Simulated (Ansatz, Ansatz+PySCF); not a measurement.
| atom | x (Å) | y (Å) | z (Å) |
| --- | --- | --- | --- |
| N | 0.0000 | 0.0000 | -0.1374 |
| H | 0.0000 | 0.0000 | 0.9617 |

Basis set: 6-31G (spherical functions). Frozen core: 1 orbital. Charge 0, multiplicity 3.

Computed with Ansatz (development build ahead of 0.2.0); each method stands on the lowest determinant of its kind that the runs found.

The atomization energy at this shape (free ground-state atoms in the same class of orbitals less the molecule, no zero-point energy) of triplet NH:

```
             method  atomization energy
PBE0 (unrestricted)             3.19 eV
            UHF-MP2             2.38 eV
                UHF             1.55 eV
               ROHF             1.50 eV
```

Q: What does UHF-CCSD(T) give?

A: 2.57 eV.

This basis has no polarisation functions and is too small for such energies, which can lie far from measured ones in either direction.
